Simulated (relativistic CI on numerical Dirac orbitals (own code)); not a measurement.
**d6 in a ligand field**

Computed with a parametric ligand-field model of a d^n configuration (Racah B and C, spin-orbit zeta, crystal field), exact diagonalisation.

Field parameters in Wybourne normalisation: Oh B⁴₀ = 21Dq, B⁴₄ = √(5/14) B⁴₀; Td as Oh with Dq negative (B⁴₀ = 21Dq, B⁴₄ = √(5/14) B⁴₀). The field is a parameter set, without covalency.

Problem. Ground term and bands for B = 310, C = 1100, ζ = 0 cm⁻¹, Oh, 10Dq = 27450 cm⁻¹?

Solution. Ground term 1A1 with 0.01 electrons in the two orbitals of the cubic e set. Spin-allowed: 1T1 26547 cm⁻¹ (377 nm), 1T2 31208 cm⁻¹ (320 nm), 1T2 53646 cm⁻¹ (186 nm), 1E 53744 cm⁻¹ (186 nm). Lowest spin-forbidden: 3T1 24248 cm⁻¹ (412 nm), 3T2 26582 cm⁻¹ (376 nm), 5T2 44836 cm⁻¹ (223 nm).

Problem. Ground term and bands for B = 1020, C = 4200, ζ = 0 cm⁻¹, Oh, 10Dq = 8500 cm⁻¹?

Solution. Ground term 5T2 with 2.00 electrons in the two orbitals of the cubic e set. Spin-allowed: 5E 8500 cm⁻¹ (1176 nm). Lowest spin-forbidden: 3T1 14916 cm⁻¹ (670 nm), 1A1 17645 cm⁻¹ (567 nm), 3T2 18425 cm⁻¹ (543 nm).

Problem. Ground term and bands for B = 860, C = 3640, ζ = 0 cm⁻¹, Oh, 10Dq = 19050 cm⁻¹?

Solution. Ground term 1A1 with 0.06 electrons in the two orbitals of the cubic e set. Spin-allowed: 1T1 16934 cm⁻¹ (591 nm), 1T2 27019 cm⁻¹ (370 nm), 1E 35726 cm⁻¹ (280 nm), 1T2 35786 cm⁻¹ (279 nm). Lowest spin-forbidden: 5T2 7058 cm⁻¹ (1417 nm), 3T1 8996 cm⁻¹ (1112 nm), 3T2 13993 cm⁻¹ (715 nm).

Problem. Ground term and bands for B = 890, C = 4270, ζ = 0 cm⁻¹, Td, 10Dq = -7750 cm⁻¹?

Solution. Ground term 5E with 3.00 electrons in the two orbitals of the cubic e set. Spin-allowed: 5T2 7750 cm⁻¹ (1290 nm). Lowest spin-forbidden: 3T1 16039 cm⁻¹ (623 nm), 3E 21320 cm⁻¹ (469 nm), 3T1 22679 cm⁻¹ (441 nm).

Problem. Ground term and bands for B = 760, C = 2670, ζ = 0 cm⁻¹, Td, 10Dq = -3600 cm⁻¹?

Solution. Ground term 5E with 3.00 electrons in the two orbitals of the cubic e set. Spin-allowed: 5T2 3600 cm⁻¹ (2778 nm). Lowest spin-forbidden: 3T1 11874 cm⁻¹ (842 nm), 3E 14152 cm⁻¹ (707 nm), 3T1 14976 cm⁻¹ (668 nm).
